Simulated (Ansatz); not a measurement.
Relaxation of AlCl₂FH₂ (6 atoms, charge 0, multiplicity 1), to a largest force component of 0.03 eV/Å in at most 50 steps.

Theory: Ansatz, UKS PBE0-D4/def2-SVP.

```xyz
6
Properties=species:S:1:pos:R:3
Al -0.830 0.268 -0.194
H -0.432 -1.116 0.345
Cl -0.980 0.592 -2.250
Cl -1.330 1.801 1.131
H 1.475 -1.091 0.585
F 2.097 -0.455 0.383
```

Where does it end, and by what steps?

It converged. After 11 steps the energy has fallen by 0.493 eV; F6 moved furthest, 0.80 Å. Joined: Al1–F6.

| step | energy less start (eV) | largest force component (eV/Å) | accepted |
| --- | --- | --- | --- |
| 0 | 0.0000 | 0.739 | yes |
| 1 | -0.0784 | 1.206 | yes |
| 2 | -0.2103 | 1.457 | yes |
| 3 | -0.3874 | 0.718 | yes |
| 4 | -0.4449 | 0.710 | yes |
| 5 | -0.4756 | 0.143 | yes |
| 6 | -0.4803 | 0.124 | yes |
| 7 | -0.4858 | 0.067 | yes |
| 8 | -0.4773 | 1.047 | no |
| 9 | -0.4903 | 0.194 | yes |
| 10 | -0.4914 | 0.283 | yes |
| 11 | -0.4926 | 0.008 | yes |

```xyz
6
Properties=species:S:1:pos:R:3
Al -0.585 0.118 -0.107
H -0.780 -1.366 0.407
Cl -0.642 0.503 -2.176
Cl -1.008 1.718 1.196
H 1.584 -0.917 0.506
F 1.431 -0.056 0.175
```

The run took 31 s on 2 threads of Arm Neoverse V1, on a shared host, peak memory 0.23 GiB.
